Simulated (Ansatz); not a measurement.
Ansatz (an electronic-structure program) input (B3LYP/def2-TZVPD):

Ansatz 0.2 input:
```yaml
crystal:
  periodic: [false, false, false]
  atoms:
    - {symbol: Si, position_ang: [0.00107769, -0.00268426, 0.49256016]}
    - {symbol: F, position_ang: [1.11248875, -0.75428203, -0.38966015]}
    - {symbol: F, position_ang: [-1.11416515, 0.75845754, -0.37654454]}
basis:
  gaussian:
    orbitals: def2-TZVPD
hamiltonian:
  xc: {name: B3LYP}
total_charge: -1
magnetization: {spin_polarized: true, initial_magnetization: 1}
```

End of the output:

```
integrals: 0.03 GiB planned
683 factors; their error is unknown
mean field: 0.46 GiB planned
mean field evaluation 1: about -13315.4426 eV, gradient 2.1e1 eV
mean field evaluation 2: about -13313.8684 eV, gradient 3.4e1 eV
mean field evaluation 4: about -13317.1286 eV, gradient 7.2e-1 eV
mean field evaluation 8: about -13317.1520 eV, gradient 2.6e-2 eV
mean field evaluation 16: about -13316.2420 eV, gradient 4.5e0 eV
mean field -13317.15203814 eV, -489.3963107119 hartree, gradient 3.1e-5 eV, S^2 0.758359; 1 other end points of the search recorded, 0 dependent functions left out
reference -13317.15223672 eV, -489.3963180096 hartree; 17, 16 occupied and 106, 107 virtual orbitals, 683 factors
Total energy: -13317.15223672 eV, -489.3963180096 hartree
```

This state (charge -1, doublet) is run at the relaxed geometry of the species with charge 0 and multiplicity 3.
